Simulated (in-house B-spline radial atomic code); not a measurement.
A fraction x of an electron is removed from 2p in Ne²⁺, starting from [He] 2s2 2p4 and keeping the highest spin. Level of theory: non-relativistic M06-L, spin-polarised, spherical fractional occupations, point nucleus; calculated with a radial B-spline atomic code at the basis-set limit.

```json
{"x": "0", "E(x) - E(0) (eV)": "0.0000", "2p down level (eV)": "-51.513"}
{"x": "0.24", "E(x) - E(0) (eV)": "12.9803", "2p down level (eV)": "-56.672"}
{"x": "0.46", "E(x) - E(0) (eV)": "25.9745", "2p down level (eV)": "-61.464"}
{"x": "0.5", "E(x) - E(0) (eV)": "28.4505", "2p down level (eV)": "-62.338"}
{"x": "0.58", "E(x) - E(0) (eV)": "33.5074", "2p down level (eV)": "-64.084"}
{"x": "0.64", "E(x) - E(0) (eV)": "37.3917", "2p down level (eV)": "-65.390"}
{"x": "0.83", "E(x) - E(0) (eV)": "50.2058", "2p down level (eV)": "-69.484"}
{"x": "0.9", "E(x) - E(0) (eV)": "55.1221", "2p down level (eV)": "-70.982"}
{"x": "1", "E(x) - E(0) (eV)": "62.3282", "2p down level (eV)": "-"}
```

The exact functional would give a straight line between the two integer points. Deviations E(x) - E(0) - x[E(1) - E(0)], in eV: -1.978 at x = 0.24, -2.696 at x = 0.46, -2.714 at x = 0.5, -2.643 at x = 0.58, -2.498 at x = 0.64, -1.527 at x = 0.83, -0.973 at x = 0.9.

The curve lies below the straight line by up to 2.714 eV (at x = 0.5): convex, the delocalisation error that favours fractional charges.

(1) How well does Slater's transition state (minus the level at half occupation) give the ionisation energy?

Answers

(1) It gives 62.338 eV against 62.328 eV from the two total energies; NIST lists 63.42 eV, ground level to ground level.
